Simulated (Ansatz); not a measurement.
Ideal-gas functions of `[OH][Zr]([F])([F])[SeH]` at 600 K and 1 bar, from an Ansatz frequency run at PBE0-D4/def2-TZVP.

Molar mass 226.2 g/mol, point group Cs (symmetry number 1), electronic degeneracy 1, moments of inertia 182.588, 517.018, 522.495 u Å². Harmonic wavenumbers (cm⁻¹, unscaled): 49, 116, 118, 151, 170, 178, 209, 268, 321, 435, 666, 670, 751, 2430, 3989.

Use S(trans) = R[1.5 ln M + 2.5 ln T − 1.1517]; rotational temperatures θ = 24.2544 K / I; S(rot) = R[ln(√π/σ · √(T³/θAθBθC)) + 1.5]; for each mode x = 1.438777 ν̃/T, S = R[x/(eˣ − 1) − ln(1 − e⁻ˣ)] and H = RT x/(eˣ − 1); 1 cm⁻¹ = 0.0119627 kJ/mol; R = 8.31446 J/(mol·K).

Q: By hand: the entropy, in J/(mol·K).

A: Translation 191.0. Rotation: θ = 0.1328, 0.0469, 0.0464 K, giving 130.9. Vibration, mode by mode: 26.12, 18.98, 18.84, 16.81, 15.83, 15.46, 14.14, 12.13, 10.69, 8.33, 5.25, 5.21, 4.46, 0.17, 0.01, in all 172.4. Electronic 0.0. Sum 494.3 J/(mol·K).

Q: By hand: H − E and G − E in kJ/mol, counted from the electronic energy.

A: Zero-point energy ½ × 10521 × 0.0119627 = 62.9; thermal vibration 45.0; translation, rotation and pV give 4 RT = 20.0. H − E = 127.9 kJ/mol, and G − E = 127.9 − 600 × 494.3/1000 = -168.7 kJ/mol.

Vibration gives 35 % of the entropy, 63.9 J/(mol·K) of it from the modes under 150 cm⁻¹: soft modes count most, and the harmonic formula is weakest for them. The sum counts one conformer and one mirror image; others add a mixing term.
